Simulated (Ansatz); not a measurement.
A made-up structure of AlSiH₂ClO, singlet:

```
6
angstrom
O 1.5345 -1.3850 -1.7585
Si -0.9818 0.0996 0.6679
Al 1.1193 0.0637 -0.6513
Cl -2.2712 -1.5760 0.4094
H 2.0600 1.2515 -0.5310
H -1.3582 1.1416 1.5562
```

It is relaxed with PBE-D4/def2-SVP and then PBE0-D4/def2-TZVP (Ansatz 0.2.0). Atoms count as bonded within 1.22 times the sum of their covalent radii (H–H: 0.88 Å). The end point is not checked to be a true minimum.

Task: Does its bonding change? (Judge from chemistry; the calculation decides.)

Result: The calculation gives: Yes. Formed: O1–Si2; broken: none.

Where it ends: The first stage lowers the energy by 3.53 eV in 19 steps. It ends as AlSiH₂ClO ([Cl][SiH]1[O][AlH]1):
```json
{"atom": "O1", "x (Å)": "0.7687", "y (Å)": "-0.8413", "z (Å)": "0.1579"}
{"atom": "Si2", "x (Å)": "-0.7321", "y (Å)": "-0.1438", "z (Å)": "0.3909"}
{"atom": "Al3", "x (Å)": "1.0988", "y (Å)": "0.6480", "z (Å)": "-0.6910"}
{"atom": "Cl4", "x (Å)": "-2.2742", "y (Å)": "-1.1582", "z (Å)": "-0.5176"}
{"atom": "H5", "x (Å)": "2.3888", "y (Å)": "1.1277", "z (Å)": "-1.4590"}
{"atom": "H6", "x (Å)": "-1.1474", "y (Å)": "-0.0370", "z (Å)": "1.8113"}
```

Labels in which every atom is bracketed show which atoms are joined, not bond orders.

For scale, one of the runs: PBE0-D4/def2-TZVP relaxation, 154 basis functions, launched by `ansatz run in.yaml --threads 2 --pin off --events-out ev --progress --plain --max-ram 4352MiB`. Hardware: 2 CPU threads of an Arm Neoverse N1, shared host. Wall time about 37 s.
